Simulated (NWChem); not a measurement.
System: SnICl, singlet; SMILES [Cl][Sn][I]

```xyz
3

Sn    -0.6732     1.0009     0.0000
Cl     1.4370     2.1225     0.0000
I      0.1719    -1.6104     0.0000
```
Atoms are numbered in this order, from 1.

Level: PBE0/def2-SVP with def2 effective core potentials on Sn, I (NWChem), optimised geometry, unscaled harmonic frequencies. Low-valent species are run as closed-shell singlets; no triplet was tried in these runs. def2 effective core potentials on Sn, I; no spin-orbit coupling.

```json
[
 {"frequency (cm⁻¹)": "89", "IR intensity (km/mol)": "1.1"},
 {"frequency (cm⁻¹)": "197", "IR intensity (km/mol)": "33.7"},
 {"frequency (cm⁻¹)": "358", "IR intensity (km/mol)": "64.5"}
]
```

```yaml
zero_point_energy: 0.9 kcal/mol
thermal correction to the enthalpy at 298.15 K (with zero-point energy): 4.3 kcal/mol
heat capacity Cv: 11.3 cal/(mol K)
entropy at 298.15 K and 1 atm (symmetry number 1): 79.1 cal/(mol K)
```

Rigid rotor and harmonic oscillator; modes under 100 cm⁻¹ make the entropy uncertain.
